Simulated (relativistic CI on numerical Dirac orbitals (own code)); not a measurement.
## Tm⁴⁺ (4f11) in a crystal field

Calculated by Dirac-Coulomb-Breit CI, separate exchange-only KLI orbitals for each configuration, model QED, valence Slater integrals scaled by 0.75, one configuration in a parametric crystal field (own radial code).

Field parameters in Wybourne normalisation; cubic f-shell fields have B⁴₄ = √(5/14) B⁴₀ and B⁶₄ = −√(7/2) B⁶₀. The field is a parameter set, without covalency.

S is read from ⟨S²⟩ = S(S + 1).

Levels (cm⁻¹, degeneracy): 0 (2), 202 (4), 333 (2), 600 (4), 846 (4), 7902 (2), 7953 (4), 8133 (2), 8153 (4), 8245 (2), 11513 (4), 11573 (2).

Problem. Which field gives this pattern?
A. Oh, B40 = -590, B60 = 860 cm⁻¹
B. Oh, B40 = -1450, B60 = 220 cm⁻¹
C. Oh, B40 = -2400, B60 = -1160 cm⁻¹
D. Oh, B40 = 1890, B60 = 1030 cm⁻¹

Solution. A. Oh, B40 = -590, B60 = 860 cm⁻¹, ground level with S = 1.47.
